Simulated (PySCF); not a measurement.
## Computed spin Hamiltonian

Species: C5H10ClFSi (charge +1 and doublet state).
Numbering: `[CH3:1][CH+:2][C:3]([SiH3:4])[C@@H:5]([Cl:6])[CH2:7][F:8]` (hydrogens: H9, H10, H11 on C1; H12 on C2; H13, H14, H15 on Si4; H16 on C5; H17, H18 on C7)

Geometry (GFN2-xTB, Å), atoms numbered from 1 in this order:
```
atom  x, y, z in Å
C1     2.170   -1.218   -0.589
C2     1.459    0.057   -0.340
C3     0.212    0.221    0.100
Si4   -0.162    1.939    1.014
C5    -0.884   -0.777    0.075
Cl6   -1.167   -1.324    1.768
C7    -2.180   -0.248   -0.544
F8    -2.500    0.962    0.008
H9     1.552   -2.090   -0.401
H10    3.062   -1.276    0.036
H11    2.528   -1.214   -1.622
H12    2.080    0.936   -0.476
H13   -0.549    2.700   -0.181
H14   -1.095    1.587    2.072
H15    1.113    2.431    1.537
H16   -0.583   -1.665   -0.492
H17   -2.049   -0.085   -1.619
H18   -3.015   -0.929   -0.358
```

The hyperfine couplings belong to this conformer and change with its torsions.

Theory: PySCF 2.14.0, UKS B3LYP, pcH-1 on C Cl F H Si, non-relativistic, mean-field spin-orbit, GIAO. One conformer (not necessarily the lowest) at the GFN2-xTB geometry, without solvent, vibrations or thermal averaging. A GFN2-xTB geometry isn't a minimum of the functional, and hyperfine couplings can be far from their values at a DFT geometry, by a factor of two or more for some ions and for spin on atoms past the first row. The frame is twisted about the C2–C3 bond at this geometry (dihedral C1–C2–C3–C5 = -19°); couplings at other torsion angles weren't computed. No stability test was run, so a lower SCF solution isn't excluded.

```
g1, g2, g3                      : 2.00236, 2.00816, 2.01854
g_iso                           : 2.00969
Form of g                       : rhombic: the two nearest values differ by 36 % of g3 − g1
⟨S²⟩                            : 0.7548 (exact 0.7500)
HOMO–LUMO gap, α and β orbitals : 6.00, 2.21 eV
Total energy                    : -1045.75859 Eh
Basis functions                 : 320
```

Isotropic coupling and dipolar principal values T1 to T3, in MHz; ρ(0) is the spin density at the nucleus:

```tsv
atom	isotope	a_iso	of which spin–orbit	T1	T2	T3	Mulliken spin population	ρ(0) (bohr⁻³)
C1	13C	1.5	0.0	-6.5	-5.2	11.7	0.01	0.0014
C2	13C	8.8	-0.1	-31.2	-26.4	57.7	0.30	0.0079
C3	13C	23.6	0.1	-44.2	-35.7	79.8	0.40	0.0209
Si4	29Si	26.4	-0.2	-20.7	8.7	12.0	0.03	-0.0300
C5	13C	12.7	0.2	-4.6	-2.6	7.2	-0.01	0.0111
Cl6	35Cl	3.8	2.6	-24.9	-22.2	47.0	0.12	0.0027
C7	13C	8.9	0.0	-1.8	-1.5	3.3	0.01	0.0079
F8	19F	-0.4	0.0	-5.8	-4.1	9.9	0.00	-0.0001
H9	1H	-1.5	0.0	-4.7	-0.3	5.0	0.00	-0.0003
H10	1H	47.4	0.0	-4.9	-4.6	9.5	0.02	0.0106
H11	1H	103.3	0.0	-5.3	-1.0	6.3	0.04	0.0231
H12	1H	31.0	0.0	-13.5	-8.4	21.9	0.01	0.0069
H13	1H	143.8	0.0	-3.9	1.2	2.8	0.07	0.0322
H14	1H	-1.2	0.0	-3.0	0.0	3.0	0.00	-0.0003
H15	1H	20.4	0.0	-3.0	-2.1	5.1	0.01	0.0046
H16	1H	21.7	0.0	-4.2	-1.2	5.4	0.01	0.0049
H17	1H	-1.1	0.0	-2.3	-1.6	3.9	0.00	-0.0002
H18	1H	2.2	0.0	-1.6	-0.8	2.4	0.00	0.0005
```

The largest Mulliken spin populations are on C3 (+0.40), C2 (+0.30), Cl6 (+0.12) and H13 (+0.07).

The SMILES `C[CH+][C]([SiH3])[C@@H](Cl)CF` draws the unpaired electron on C3, whose computed spin population is only +0.40.

Under fast tumbling the dipolar parts average out, and these isotropic splittings remain (the largest six): 3 × 1H (H13/H14/H15, I = 1/2, 4 lines) with 1.93 mT, 3 × 1H (H9/H10/H11, I = 1/2, 4 lines) with 1.77 mT, 1 × 1H (H12, I = 1/2, 2 lines) with 1.10 mT, 1 × 1H (H16, I = 1/2, 2 lines) with 0.77 mT, 1 × 35Cl (Cl6, I = 3/2, 4 lines) with 0.13 mT and 1 × 1H (H18, I = 1/2, 2 lines) with 0.08 mT.

Means are taken over nuclei equivalent by connectivity, which assumes that they swap fast. The three 1H nuclei of mean +54.3 MHz run from -1.2 to 143.8 MHz in the frozen geometry. The three 1H nuclei of mean +49.7 MHz run from -1.5 to 103.3 MHz in the frozen geometry.

Main isotope only: 35Cl (natural samples also hold 24 % 37Cl, magnetic too, which adds its own pattern).

The 13C coupling of C3 (23.6 MHz) shows only in satellite lines or after enrichment, since that isotope makes up about 1.07 % of natural carbon.

The 29Si coupling of Si4 (26.4 MHz) shows only in satellite lines or after enrichment, since that isotope makes up about 4.7 % of natural silicon.

β density exceeds α density at some nuclei, such as Si4 (-0.0300), spin density in bohr⁻³. In a single determinant that takes different orbitals for the two spins, that is spin polarisation.

Hardware: one thread, AMD EPYC 7B13 (x86_64), no GPU, shared host with 128 logical CPUs at a one-minute load of 17. Cost: 2.1 min wall (with the writing of density and orbital grids), 1.1 GiB resident at most.
